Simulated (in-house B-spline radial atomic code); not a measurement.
The numbers below are computed, except where a source is named.
**Stopping and range of 10 keV Sn in Si**

The pair potential comes from two frozen, spherical free-atom densities (PBE, B-spline radial code, scalar-relativistic past argon): electrostatics plus the change in Thomas-Fermi kinetic and Dirac exchange energy where they overlap, the recipe behind the universal ZBL potential, which averages such potentials (from solid-state densities) over many pairs. It is written V = (Z1 Z2 e²/r) φ(r/a), with e² = 14.3996 eV·Å and a = 0.46850 Å/(Z1^0.23 + Z2^0.23); ZBL's fit is φ = 0.18175 e^(−3.1998x) + 0.50986 e^(−0.94229x) + 0.28022 e^(−0.4029x) + 0.02817 e^(−0.20162x). Where φ falls below 4e-4 it is continued as an exponential.

The target is taken as amorphous, with density 2.329 g/cm³ (NSM archive of the Ioffe Institute); channelling is ignored. Masses: Sn 118.71, Si 28.09 u. Nuclear stopping is S_n = 4π a Z1 Z2 e² M1/(M1 + M2) × s_n(ε), with s_n integrated over impact parameters for each pair. Electronic stopping is Lindhard and Scharff's S_e = Z1^(1/6) 8π e² a0 Z1 Z2/(Z1^(2/3) + Z2^(2/3))^(3/2) × v/v0, with a0 = 0.529177 Å and v = v0 at 24.801 keV/u; it misses the oscillations with Z1 seen in experiment, which reach tens of per cent. Compounds add by atom fraction.

```tsv
target atom	a (Å)	ε at this energy	s_n, this pair	s_n, ZBL potential
Si	0.10911	0.02071	0.2211	0.2129
```

Task: What are the atom density and the stopping powers at entry?

Result: N = 2.329 × 0.602214/28.09 = 0.04993 atoms/Å³. For Si: S_n = 11180 × 0.2211 = 2471 eV·Å², S_e = 1.7576 × √10000 = 175.8 eV·Å². Averaged over the target's atoms and times N × 10 Å/nm, the ion loses N S_n = 1230 eV/nm to recoils and N S_e = 87.8 eV/nm to electrons; the nuclear share is 93 %.

Along the track:

| E (keV) | N S_n (eV/nm) | N S_e (eV/nm) |
| --- | --- | --- |
| 0.5 | 327 | 19.6 |
| 1.5 | 567 | 34 |
| 3 | 779 | 48.1 |
| 5 | 962 | 62.1 |
| 7.5 | 1120 | 76 |
| 10 | 1230 | 87.8 |

Task: Estimate the path length and the projected range.

Result: With continuous slowing down the path is the integral of dE/(N (S_n + S_e)). Trapezoids over the table give 10.9 nm, and the stretch below the first row, with stopping taken as √E, adds 2E/(N S) = 2.9 nm: 13.8 nm in all, against 13.5 nm on a fine grid from 5 eV. Deflections shorten the depth: to first order in the energy passed on, N (S_n + S_e) dR_p/dE = 1 − N S_n (M2/M1) R_p/(2E), summed over the target's atoms, and integrating this on the fine grid gives R_p = 11.2 nm, 0.83 of the path. Lindhard's rule of thumb R/(1 + M2/3M1), with mean M2/M1 = 0.24, gives 12.5 nm. On the ZBL potential the same equation gives 11.5 nm, and the full integral equation, which keeps hard collisions, 11.6 nm.
